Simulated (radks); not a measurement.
Task: These are the eigenvalues of the occupied orbitals of an atom or ion with whole-number occupations (eV). Calculated with a radial shooting solver on a logarithmic mesh with Libxc functionals: non-relativistic Kohn-Sham, PBE, spin-polarised, spherical densities, point nucleus.

orbital  eigenvalue
1s        -3511.112
2s        -356.6334
2p        -286.0734
3s         -41.1263
3p         -24.8964

Which element is it, and in what charge state? The configuration may be excited. Open shells, if any, are filled with parallel spins first.

Result: Z = 19, potassium, charge +1: K+ in [Ar]. The list shows which subshells hold electrons but not how many an open one holds; the 1s level, -129.03 hartree, gives Z - s = 16.1 by -(Z - s)^2/2, which with screening narrows Z to a few neighbours, and the depths of the outer levels then fix element, charge and occupations together.
